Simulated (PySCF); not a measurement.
Compound: VIF3 (doublet state).
Cartesian coordinates in Å at the PBE0-D3(BJ)/def2-SVP level; atoms count from 1:
```
atom  x, y, z in Å
V1     0.0433   -0.0697   -0.2106
I2     0.0139   -0.0746    2.3012
F3     1.6665    0.0661   -0.6816
F4    -0.7396    1.3443   -0.7517
F5    -0.9093   -1.3766   -0.7194
```

Method used: PBE0-D3(BJ)/def2-SVP geometry optimisation, gas phase, def2 core potentials past Kr in PySCF.

(1) Which atoms are bound to V1, and at what distances?

(2) List the angles at V1.

(3) What is the shape at V1?

(4) What are the rotational constants (commonest isotopes, rigid rotor)?

## Answers

(1) 4 atoms: F5 1.695 Å, F3 1.696 Å, F4 1.704 Å, I2 2.512 Å.

(2) 
```tsv
angle	degrees	distance of the outer atoms (Å)
F3–V1–F5	121.1	2.95
I2–V1–F4	108.3	3.45
I2–V1–F5	107.0	3.42
I2–V1–F3	106.8	3.41
F4–V1–F5	106.6	2.73
F3–V1–F4	106.6	2.73
```

(3) Distorted tetrahedral: angles from 106.6° to 121.1°; τ4 = (360° − α − β)/141° = 0.93 with α and β the two widest (0 for a square, 1 for a tetrahedron).

(4) A = 3383, B = 963.8, C = 934.8 MHz: a near-prolate asymmetric top.

Point group: near C3v, missed by 0.21 Å at most; the miss may be what the optimiser left on a soft mode (Cs holds within 0.08 Å). Charge 0, doublet. ⟨S²⟩ = 0.761 (exact for a doublet: 0.75). No frequency check.
